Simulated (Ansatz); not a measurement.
Relaxation of C2H6ClNOSi2 (13 atoms, charge 0, multiplicity 1), to a largest force component of 0.02 eV/Å in at most 40 steps.

The calculation used Ansatz, RKS B3LYP/STO-3G.

```xyz
13
Properties=species:S:1:pos:R:3:forces:R:3
C -0.568 -2.253 -1.225 0.71 5.66 2.13
C -0.431 -1.107 -0.805 -0.06 -0.62 -0.19
N -0.249 0.252 -0.298 0.64 -2.28 -2.95
Si -0.320 0.456 1.370 -4.15 -0.76 3.96
O -1.956 0.011 1.681 2.64 1.70 5.10
Si 1.165 1.044 -0.863 0.67 2.23 -3.07
Cl 2.928 0.032 -0.429 0.73 -0.34 0.38
H -0.741 -3.171 -1.628 -0.51 -3.00 -1.23
H 0.532 -0.426 2.152 0.25 0.22 -0.10
H -0.206 1.861 1.792 0.46 -0.44 -0.42
H -2.460 -0.284 0.942 -1.48 -1.26 -4.04
H 1.095 1.113 -2.323 0.17 -0.07 0.38
H 1.232 2.437 -0.350 -0.07 -1.03 0.04
```

Where does it end, and by what steps?

It converged. Limits of this set-up: minimal basis. After 20 steps the energy has fallen by 1.530 eV; H9 moved furthest, 1.01 Å.

```json
{"step": "0", "energy less start (eV)": "0.0000", "largest force component (eV/Å)": "5.657", "accepted": "yes"}
{"step": "1", "energy less start (eV)": "-1.2380", "largest force component (eV/Å)": "1.349", "accepted": "yes"}
{"step": "2", "energy less start (eV)": "-1.3556", "largest force component (eV/Å)": "0.466", "accepted": "yes"}
{"step": "3", "energy less start (eV)": "-1.3878", "largest force component (eV/Å)": "0.494", "accepted": "yes"}
{"step": "4", "energy less start (eV)": "-1.4105", "largest force component (eV/Å)": "0.974", "accepted": "yes"}
{"step": "5", "energy less start (eV)": "-1.4756", "largest force component (eV/Å)": "0.295", "accepted": "yes"}
{"step": "6", "energy less start (eV)": "-1.4920", "largest force component (eV/Å)": "0.462", "accepted": "yes"}
{"step": "7", "energy less start (eV)": "-1.5096", "largest force component (eV/Å)": "0.265", "accepted": "yes"}
{"step": "8", "energy less start (eV)": "-1.5064", "largest force component (eV/Å)": "0.309", "accepted": "no"}
{"step": "9", "energy less start (eV)": "-1.5183", "largest force component (eV/Å)": "0.325", "accepted": "yes"}
{"step": "10", "energy less start (eV)": "-1.5232", "largest force component (eV/Å)": "0.033", "accepted": "yes"}
{"step": "11", "energy less start (eV)": "-1.5252", "largest force component (eV/Å)": "0.031", "accepted": "yes"}
{"step": "12", "energy less start (eV)": "-1.5245", "largest force component (eV/Å)": "0.265", "accepted": "no"}
{"step": "13", "energy less start (eV)": "-1.5272", "largest force component (eV/Å)": "0.116", "accepted": "yes"}
{"step": "14", "energy less start (eV)": "-1.5282", "largest force component (eV/Å)": "0.079", "accepted": "yes"}
{"step": "15", "energy less start (eV)": "-1.5286", "largest force component (eV/Å)": "0.086", "accepted": "yes"}
{"step": "16", "energy less start (eV)": "-1.5293", "largest force component (eV/Å)": "0.083", "accepted": "yes"}
{"step": "17", "energy less start (eV)": "-1.5297", "largest force component (eV/Å)": "0.031", "accepted": "yes"}
{"step": "18", "energy less start (eV)": "-1.5299", "largest force component (eV/Å)": "0.031", "accepted": "yes"}
{"step": "19", "energy less start (eV)": "-1.5300", "largest force component (eV/Å)": "0.024", "accepted": "yes"}
{"step": "20", "energy less start (eV)": "-1.5301", "largest force component (eV/Å)": "0.010", "accepted": "yes"}
```

```xyz
13
Properties=species:S:1:pos:R:3
C -0.438 -2.283 -1.234
C -0.150 -1.224 -0.735
N 0.149 0.000 -0.142
Si -0.445 0.257 1.520
O -2.049 0.831 1.520
Si 1.151 1.109 -1.047
Cl 3.210 0.785 -0.645
H -0.680 -3.231 -1.681
H -0.296 -1.004 2.222
H 0.354 1.317 2.088
H -2.615 0.035 1.219
H 0.965 0.918 -2.468
H 0.864 2.456 -0.604
```

Whether the end is a true minimum wasn't checked by a vibrational analysis.

The run took 93 s on 1 thread of Arm Neoverse V2, with other jobs on the host, peak memory 0.18 GiB.
